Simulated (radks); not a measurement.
All-electron atom: the nickel ion Ni19+ in [He] 2s2 2p5 (the NIST ground configuration).

Calculated with a radial shooting solver on a logarithmic mesh with Libxc functionals: non-relativistic Kohn-Sham, LB94 model potential, spin-polarised, spherical densities, point nucleus; open shells are filled with parallel spins first.

Energy parts (Ry):
| part | energy |
|---|---|
| kinetic | 2564.88341 |
| electron-nucleus | -5481.73899 |
| Hartree | 433.91875 |
(The LB94 potential has no energy functional, so no total or exchange-correlation energy is given.)

Orbitals (lengths in bohr, moments of r in powers of bohr; r(max) is where P^2 peaks):
orbital  occ.  eigenvalue (Ry)  <1/r>       <r^4>      <r>   r(max)
1s up       1        -663.9666  27.57  0.00004057  0.05465  0.03613
1s down     1        -664.0695  27.57  0.00004049  0.05463  0.03613
2s up       1        -128.0862  6.123    0.007828   0.2410   0.2044
2s down     1        -127.5397  6.113    0.007881   0.2414   0.2046
2p up       3        -120.2203  6.103    0.005430   0.2083   0.1621
2p down     2        -119.6723  6.101    0.005465   0.2085   0.1620

The highest occupied level is 2p down at -1628.2 eV. The electron density at the nucleus is 1.486e+04 e/bohr^3. The spin density at the nucleus is 0.889 e/bohr^3 (1s -1.626, 2s 2.515), a Fermi contact field of 46.6 T. Spin moment in Bohr magnetons: 1.
